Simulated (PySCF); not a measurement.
# V (vanadium, neutral) across methods

[Ar] 3d3 4s1 4p1, one real determinant (an excited configuration). Computed with PySCF 2.14 in def2-TZVPPD, with the non-relativistic Hamiltonian (point nucleus).

| method | E (hartree) | mean ε 3d α (eV) | mean ε 4s α (eV) | mean ε 4p α (eV) | Σ⟨r²⟩ (bohr²) | ⟨S²⟩ |
| --- | --- | --- | --- | --- | --- | --- |
| r2SCANh | -943.786 | -8.399 | -6.243 | -2.720 | 50.43 | 8.751 |
| HSE06 | -943.633 | -8.764 | -6.201 | -2.674 | 51.02 | 8.751 |
| LDA | -941.635 | -7.671 | -6.041 | -2.495 | 51.02 | 8.750 |
| r2SCAN0 | -943.779 | -9.790 | -6.778 | -3.148 | 50.51 | 8.751 |
| TPSS | -943.839 | -7.673 | -5.844 | -2.481 | 50.87 | 8.751 |
| UHF | -942.83797 | -14.987 | -8.702 | -4.895 | 51.96 | 8.752 |
| PBE | -943.570 | -7.625 | -5.871 | -2.484 | 51.21 | 8.750 |
| PBE0 | -943.613 | -8.987 | -6.539 | -3.000 | 50.83 | 8.751 |

Q: Estimate the same row for r2SCAN.

A: E (hartree) = -943.791; mean ε 3d α (eV) = -7.296; mean ε 4s α (eV) = -5.813; mean ε 4p α (eV) = -2.404; Σ⟨r²⟩ (bohr²) = 50.41; ⟨S²⟩ = 8.751.

⟨L²⟩ = 13.41 against 20 for a pure G term, so this real determinant mixes terms.
